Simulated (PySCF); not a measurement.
C4H7BFN, SMILES FB(NC)C=C=C.

The structure is a stationary point at r2SCAN-D4/def2-SVP. The structure was generated by enumeration, and PubChem lists no compound with its InChIKey, so it may never have been made. The values are those of a single conformer.

All values below come from PBE/def2-TZVP (PySCF).

Isolated molecule, no solvent.

**Question.** Estimate the frontier levels, gap, dipole moment and polarisability. (Estimate from the structure and the level; the computed values follow.)

**Answer.** 
- highest occupied level = -5.92 eV
- lowest empty level = -1.53 eV
- orbital gap = 4.39 eV
- dipole moment = 2.17 D
- quadrupole, principal values (traceless, Buckingham form, about the centre of nuclear charge) = -2.01, -1.09, 3.10 D·Å
- mean static polarisability = 75.2 bohr³ (11.14 Å³)
- polarisability, principal values = 49.7, 72.8, 103.1 bohr³
